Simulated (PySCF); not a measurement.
CH₃Cl₃Si, SMILES Cl[Si](Cl)(C)Cl. Geometry: B3LYP-D3(BJ)/def2-SVP. The isomer is the one that the SMILES or the coordinates give; other isomers of the formula were not compared.

Computed equilibrium geometry at B3LYP-D3(BJ)/def2-SVP (PySCF confirms it by a frequency run) as Cartesian coordinates in Å, and its point group:
point group C3v.
```xyz
8

C      0.0000     0.0000     2.1096
Si     0.0000     0.0000     0.2562
Cl     1.6747     0.9669    -0.4648
Cl     0.0000    -1.9337    -0.4648
Cl    -1.6747     0.9669    -0.4648
H      0.0000     1.0341     2.4866
H     -0.8956    -0.5171     2.4866
H      0.8956    -0.5171     2.4866
```
